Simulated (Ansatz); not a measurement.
Geometry optimisation, UKS PBE0-D4/6-31G* (Ansatz 0.2.0).

input.yaml

```yaml
crystal:
  periodic: [false, false, false]
  atoms:
    - { symbol: O, position_ang: [-1.629, 0.7928, -0.8193] }
    - { symbol: Si, position_ang: [-0.1261, 1.3307, -0.5624] }
    - { symbol: P, position_ang: [0.5461, 0.341, 1.2461] }
    - { symbol: Si, position_ang: [0.925, -1.6274, 0.3222] }
    - { symbol: H, position_ang: [-2.3666, 1.4028, -0.4803] }
    - { symbol: H, position_ang: [-1.46651, 0.01605, -1.41122] }
    - { symbol: H, position_ang: [0.7594, 1.0348, -1.7258] }
    - { symbol: H, position_ang: [-0.639, 0.1214, 1.8529] }
    - { symbol: H, position_ang: [-0.3989, -2.0853, -0.2718] }
    - { symbol: H, position_ang: [1.9577, -1.5737, -0.639] }
    - { symbol: H, position_ang: [1.2058, -2.6008, 1.4148] }
magnetization:
  spin_polarized: true
basis:
  gaussian: { orbitals: "6-31G*" }
hamiltonian:
  xc: pbe0
  dispersion: d4
relax:
  f_tol: 0.02
  max_steps: 50
```

Run as:

```bash
$ ansatz run input.yaml --threads 2 --pin off --max-ram 3072MiB --backend cpu --events-out ev --progress --plain --runs-dir out
```

Where does it end, and by what steps?

It converged. After 13 steps the energy has fallen by 3.106 eV; H5 moved furthest, 1.25 Å.

```tsv
step	energy less start (eV)	largest force component (eV/Å)	accepted
0	0.0000	6.721	yes
1	-1.6235	3.906	yes
2	-2.5556	1.584	yes
3	-2.8881	0.492	yes
4	-2.9755	0.222	yes
5	-3.0179	1.065	yes
6	-3.0251	1.222	yes
7	-3.0605	0.723	yes
8	-3.0749	0.496	yes
9	-3.0985	0.114	yes
10	-3.1026	0.075	yes
11	-3.1051	0.110	yes
12	-3.1058	0.088	yes
13	-3.1059	0.014	yes
```

```xyz
11
Properties=species:S:1:pos:R:3
O -1.745 0.581 -0.718
Si -0.175 1.863 -0.234
P 0.898 0.437 1.207
Si 0.741 -1.572 0.252
H -2.154 0.822 -1.563
H -1.450 -0.349 -0.793
H 0.633 1.302 -1.412
H -0.076 0.280 2.229
H -0.536 -1.817 -0.528
H 1.833 -1.704 -0.747
H 0.799 -2.690 1.235
```

The run took 44 s on 2 threads of Intel(R) Xeon(R) Platinum 8488C (Sapphire Rapids) (shared host), peak memory 0.28 GiB.
